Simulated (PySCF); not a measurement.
**Two-component Hartree-Fock for Pt (platinum, neutral)**

Start: [Xe] 4f14 5d9 6s1; 5d3/2 filled at m_j = -3/2, -1/2, +1/2, +3/2; 5d5/2 filled at m_j = -3/2, -1/2, +1/2, +3/2, +5/2; 6s1/2 filled at m_j = +1/2. Calculated with PySCF 2.14 in x2c-SVPall-2c (7s9p9d2f, 93 functions): generalised Hartree-Fock with the X2C-1e Hamiltonian and a Gaussian nucleus; one run each with spin-orbit coupling (SO) switched off, then screened by Boettger's factors.

```
spinor shell  electrons  ε, spin-free (eV)  ε, screened SO (eV)  weight of nominal j (screened SO)  rms radius, screened SO (bohr)
       1s1/2          2           -78826.1             -78797.5                              1.000                          0.0194
       2s1/2          2           -13997.5             -13988.6                              1.000                          0.0782
       2p1/2          2           -12141.8             -13385.0                              1.000                          0.0663
       2p3/2          4           -12141.8             -11650.1                              1.000                          0.0741
       3s1/2          2            -3355.1              -3352.1                              1.000                           0.200
       3p1/2          2            -2805.9              -3082.0                              1.000                           0.191
       3p3/2          4            -2805.9              -2694.5                              1.000                           0.207
       3d3/2          4            -2200.9              -2248.4                              1.000                           0.183
       3d5/2          6            -2200.9              -2166.4                              1.000                           0.186
       4s1/2          2            -756.61              -755.72                              1.000                           0.441
       4p1/2          2            -573.35              -639.75                              1.000                           0.447
       4p3/2          4            -573.35              -546.37                              1.000                           0.480
       4d3/2          4            -345.87              -355.86                              1.000                           0.497
       4d5/2          6            -345.87              -338.29                              1.000                           0.507
       5s1/2          2            -119.91              -119.79                              1.000                            1.03
       4f5/2          6            -91.023              -92.621                              0.999                           0.564
       5p1/2          2            -69.461              -80.511                              0.998                            1.16
       5p3/2          4            -69.461              -64.801                              0.999                            1.20
       5d3/2          4            -11.299              -12.442                              0.953                            1.78
       5d5/2          5            -11.299              -10.482                              0.958                            1.88
       6s1/2          1             -7.930               -7.944                              0.974                            3.31
```

Problem. Where does 4f7/2 lie, and what is the 4f spin-orbit splitting (screened SO)?

Solution. At -89.130 eV, 3.491 eV above 4f5/2.

```
   quantity     spin-free   screened SO
E (hartree)  -18398.72050  -18425.47253
        M_J             3             3
       ⟨J²⟩        12.020        12.033
       ⟨L²⟩         6.018         6.161
       ⟨S²⟩         2.002         2.141
```

Each row is a mean over spinors that exchange with the open shell spreads, by up to 4.114 eV (5p3/2).

Breit and QED terms are absent; they matter most for the inner s and p1/2 levels.

Densities and radii are taken from the X2C orbitals without a picture-change correction, which distorts them close to the nucleus.

Without spin-orbit coupling the j labels of p, d and f shells carry no meaning; the spin-free column gives the mean over the occupied spinors of each nl shell.
